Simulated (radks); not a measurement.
Question: All-electron atom: the rhenium ion Re+ in [Xe] 4f14 5d4 6s1 6p1 (not the ground configuration). All-electron calculation, scalar-relativistic Kohn-Sham, PBEsol, spin-polarised, spherical densities, point nucleus; open shells are filled with parallel spins first (spin-orbit coupling, left out, can overturn this in heavy ions). Program: a radial shooting solver on a logarithmic mesh with Libxc functionals. Some entries of the table are withheld. Estimate them.

orbital,occ.,eigenvalue (Ry),<1/r> (bohr^-1)
1s up,1,-5266.414,88.77
1s down,1,-5266.412,88.77
2s up,1,-913.8424,20.76
2s down,1,-913.8259,20.77
2p up,3,-797.6285,18.75
2p down,3,-797.6147,18.75
3s up,1,-212.2239,7.691
3s down,1,-212.2173,7.691
3p up,3,-177.9646,7.084
3p down,3,-177.9573,7.084
3d up,5,-139.1347,6.689
3d down,5,-139.1228,6.689
4s up,1,-44.95949,3.275
4s down,1,-44.94317,3.275
4p up,3,-33.72261,2.971
4p down,3,-33.70671,2.971
4d up,5,-19.63414,2.647
4d down,5,-19.61499,2.648
5s up,1,-7.19951,1.293
5s down,1,-7.05698,1.304
5p up,3,-4.39257,1.091
5p down,3,-4.20535,1.105
4f up,7,-3.99880,(1)
4f down,7,-3.96349,(2)
5d up,4,(3),0.7353
6s up,1,-1.14883,0.4698
5d down,0,(4),0.7477
6p up,1,(5),0.3637
7s up,0,-0.29659,0.1935

Answer: 
(1) 4f up <1/r> (bohr^-1): 2.160
(2) 4f down <1/r> (bohr^-1): 2.169
(3) 5d up eigenvalue (Ry): -1.27361
(4) 5d down eigenvalue (Ry): -1.01662
(5) 6p up eigenvalue (Ry): -0.65803
